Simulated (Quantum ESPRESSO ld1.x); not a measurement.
Question: P VII, 9 electrons, occupied as [He] 2s2 2p5. Method: scalar-relativistic Kohn-Sham, LDA (Slater exchange, Perdew-Wang correlation), spin-polarised, spherical densities, point nucleus; open shells are filled with parallel spins first; computed with ld1.x of Quantum ESPRESSO 7.5. Some entries of the table are withheld. Estimate them.

orbital,occ.,eigenvalue (hartree),<1/r> (bohr^-1),<r> (bohr)
1s up,1,-81.3321,14.61,0.1038
1s down,1,-81.2527,14.62,0.1038
2s up,1,(1),2.922,0.5023
2s down,1,(2),2.908,0.5044
2p up,3,-9.0424,2.836,0.4577
2p down,2,-8.8999,2.821,0.4607

Answer: 
(1) 2s up eigenvalue (hartree): -10.7456
(2) 2s down eigenvalue (hartree): -10.6200
